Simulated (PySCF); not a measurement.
Delta-SCF ions had no search for a lower state. Excitations are Tamm–Dancoff values on a coarser integration grid. The basis has no diffuse functions, so Rydberg states are missing or too high.

Cartesian coordinates (Å):
```xyz
14

F     -3.5317     0.2521     1.8482
Ge    -3.0438     0.4423     0.1578
Ge    -0.6475     0.8859     0.1131
Ge     0.1378     1.1211    -2.1912
Ge     2.5184     1.6439    -2.2143
F      3.0291     1.8075    -3.9006
H     -3.8794     1.6275    -0.4013
H     -3.4173    -0.8893    -0.5512
H     -0.3463     2.1919     0.8968
H      0.1114    -0.2812     0.7999
H     -0.1164    -0.2017    -2.9627
H     -0.6518     2.2576    -2.8949
H      2.8330     3.0056    -1.5344
H      3.3842     0.5035    -1.6101
```
Charge 0, spin multiplicity 1.

**Question.** What is the computed vertical ionisation energy (Delta-SCF), HOMO, brightest of the four lowest singlets (TDA), S1 oscillator strength, T1 excitation (TDA), total energy, LUMO and S1–T1 gap (TDA) (PBE0-D3(BJ)/def2-TZVP // PBE-D3(BJ)/def2-SVP run with PySCF)?

**Answer.** 
```
Property                                            Result
-------------------------------------------  -------------
vertical ionisation energy (Delta-SCF)             9.54 eV
HOMO                                              -7.96 eV
brightest of the four lowest singlets (TDA)        5.80 eV
S1 oscillator strength                               0.437
T1 excitation (TDA)                                4.84 eV
total energy                                 -8511.4635 Ha
LUMO                                              -1.40 eV
S1–T1 gap (TDA)                                    0.96 eV
```
